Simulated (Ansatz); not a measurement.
Total energies of FH4NO2Zr, SMILES `[NH2][Zr]([OH])([OH])[F]`.

```xyz
9

N    -1.4840   -0.2316   -0.7530
Zr    0.3588   -0.2731    0.1075
O     0.1408    0.2075    1.9549
O     1.5032    0.8619   -0.9381
F     1.0662   -2.0636    0.0375
H    -2.3608   -0.3799   -0.2733
H    -1.6728   -0.0426   -1.7274
H     0.2529    0.4934    2.8559
H     2.1956    1.4280   -1.2642
```

The species carries charge 0 and has multiplicity 1. Correlated methods include outer-core shells of Zr, which these sets cover unevenly. Zr: def2 effective core potential. Geometry: relaxed with PBE0-D4/def2-TZVP. It is one conformer, not always the lowest. Basis def2-TZVPP, Ansatz.

RPA on PBE orbitals: Hartree–Fock energy of these orbitals -352.80265 Eh, correlation -1.96410 Eh (frozen core).

| functional | energy without D4 (Eh) | D4 term (kJ/mol) |
| --- | --- | --- |
| LDA (SPW92) | -352.63982 | – |
| PBE | -354.61073 | -16.2 |
| revPBE | -354.85210 | -41.5 |
| BLYP | -354.84666 | -34.1 |
| r2SCAN | -354.79777 | -4.0 |
| B97M-V | -354.83162 | – |
| PBE0 | -354.57910 | -13.9 |
| B3LYP | -354.93802 | -26.0 |
| r2SCANh | -354.76117 | -4.3 |
| r2SCAN0 | -354.70821 | -4.8 |
| HSE06 (plane-wave form) | -354.56424 | -13.1 |
| BHLYP | -354.67700 | -21.8 |
| CAM-B3LYP | -354.78902 | -14.3 |
| LC-ωPBE | -354.75880 | – |
| ωB97X-V | -354.77930 | – |
| ωB97M-V | -354.74108 | – |
| B2PLYP | -354.64434 | – |
| PBE-QIDH | -354.48456 | – |

B3LYP takes the VWN-RPA correlation (the form of Gaussian; ORCA's B3LYP/G). HSE06 is the plane-wave form, built on full-range PBE exchange. The double hybrids freeze the cores in their second-order part.

LC-ωPBE has ω = 0.4 bohr⁻¹.
